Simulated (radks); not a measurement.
N II, configuration [He] 2s2 2p2 (the NIST ground configuration). Calculated with a radial shooting solver on a logarithmic mesh with Libxc functionals: Dirac Kohn-Sham, Slater X-alpha with alpha = 0.731, spin-unpolarised, spherical densities, finite nucleus; open shells fill j = l - 1/2 first; Fermi nuclear charge, rms radius 2.5582 fm.

Unscreened Slater integrals over Kohn-Sham orbitals (cm^-1). Large and small components are both included. Empty in this configuration: 2p3/2.

integral          value
F0(2p1/2,2p1/2)  159850
F0(2p1/2,2s1/2)  159330
G1(2p1/2,2s1/2)   97201
F0(2p1/2,1s1/2)  228240
G1(2p1/2,1s1/2)   25126
F0(2p1/2,2p3/2)  159780
G2(2p1/2,2p3/2)   72582
F0(2s1/2,2s1/2)  159980
F0(2s1/2,1s1/2)  226660
G0(2s1/2,1s1/2)   17033
F0(2s1/2,2p3/2)  159260
G1(2s1/2,2p3/2)   97184
F0(1s1/2,1s1/2)  898860
F0(1s1/2,2p3/2)  228000
G1(1s1/2,2p3/2)   25078
F0(2p3/2,2p3/2)  159700
F2(2p3/2,2p3/2)   72569
